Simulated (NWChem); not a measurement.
Species: AuNH4; SMILES [NH3]->[AuH]

Program: NWChem. Geometry: optimised at PBE0/def2-SVP. No frequency run checked for a minimum. def2 effective core potentials on Au; no spin-orbit coupling. Ions are spin-unrestricted doublets at the neutral geometry; other ion states weren't tried.

For level CAM-B3LYP/def2-SVP:

```yaml
"−ε(HOMO) (eV)": 7.68
```

### Question
How do the values read with level PBE/def2-SVP instead?

### Answer
- −ε(HOMO) (eV): 5.41
